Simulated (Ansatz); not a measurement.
`CCCO[SiH3]` → `CCO[SiH3]` + `[CH2]` (triplet)  (formal loss of a carbene)

Computed with Ansatz on PBE0-D4/def2-TZVP structures; ΔE is electronic, products minus reactants. CCSD(T)/CBS adds triple-zeta CCSD(T) − MP2 to the extrapolated MP2 energy (def2 sets, frozen cores). This one scheme is used for every species. DFT in def2-TZVPP. B3LYP here is the variant with VWN-RPA as its local correlation; programs differ in this. Triplets are unrestricted, without spin–orbit coupling. One conformer a species, not always the lowest.

`CCCO[SiH3]`:

```xyz
15

C     1.705    0.751    1.544
C     1.036    0.791    0.182
C    -0.135   -0.160    0.099
O    -0.721   -0.086   -1.186
Si   -2.024   -0.988   -1.613
H     1.007    1.028    2.339
H     2.548    1.442    1.590
H     2.085   -0.249    1.772
H     1.751    0.531   -0.604
H     0.679    1.801   -0.041
H    -0.879    0.095    0.867
H     0.202   -1.187    0.301
H    -2.338   -0.638   -3.018
H    -1.726   -2.444   -1.498
H    -3.190   -0.689   -0.735
```

`CCO[SiH3]`:

Z-matrix (Å, degrees):
```
C
C 1 1.508
H 1 1.092 2 110.5
H 1 1.093 2 110.4 3 120.1
H 1 1.092 2 110.5 3 -119.9
O 2 1.416 1 109.3 3 59.9
H 2 1.098 1 110.3 3 -60.9
H 2 1.099 1 110.3 3 -179.2
Si 6 1.642 2 122.3 1 -180.0
H 9 1.491 6 111.0 2 59.9
H 9 1.481 6 106.6 2 -180.0
H 9 1.491 6 111.0 2 -59.9
```

`[CH2]` (triplet):

Z-matrix (Å, degrees):
```
C
H 1 1.079
H 1 1.079 2 134.9
```

| level | ΔE (eV) | difference from CCSD(T)/CBS |
| --- | --- | --- |
| PBE-D4 | 4.56 | 0.05 |
| r2SCAN-D4 | 4.26 | -0.25 |
| PBE0-D4 | 4.48 | -0.03 |
| B3LYP-D4 | 4.42 | -0.09 |
| ωB97X-V | 4.62 | 0.11 |
| ωB97M-V | 4.53 | 0.02 |
| B2PLYP | 4.40 | -0.11 |
| PBE | 4.49 | -0.02 |
| r2SCAN | 4.25 | -0.26 |
| PBE0 | 4.42 | -0.09 |
| B3LYP | 4.32 | -0.19 |
| HF/def2-TZVPP | 2.99 | -1.52 |
| MP2/def2-TZVPP | 4.53 | 0.02 |
| SCS-MP2/def2-TZVPP | 4.53 | 0.02 |
| CCSD/def2-TZVPP | 4.29 | -0.22 |
| CCSD(T)/def2-TZVPP | 4.40 | -0.11 |
| HF/def2-QZVPP | 2.99 | -1.52 |
| MP2/def2-QZVPP | 4.59 | 0.08 |
| SCS-MP2/def2-QZVPP | 4.61 | 0.10 |
| HF/CBS(def2) | 2.99 | -1.52 |
| MP2/CBS(def2) | 4.64 | 0.13 |
| CCSD/CBS(def2) | 4.40 | -0.11 |
| CCSD(T)/CBS | 4.51 | 0 |

Largest T1 diagnostic among the species: 0.011.

In def2-TZVPP, CCSD(T) changes the Hartree–Fock value by +1.41 eV (the triples alone add +0.11 eV) and MP2 by +1.54 eV. The D4 term adds +0.10 eV with B3LYP and +0.05 eV with PBE0; it sums over pairs of atoms, weighted by their polarisabilities, and B3LYP, whose exchange is more repulsive, gets the larger term. From PBE to PBE0 (25 % exact exchange), in def2-TZVPP and without D4, ΔE moves by −0.07 eV.
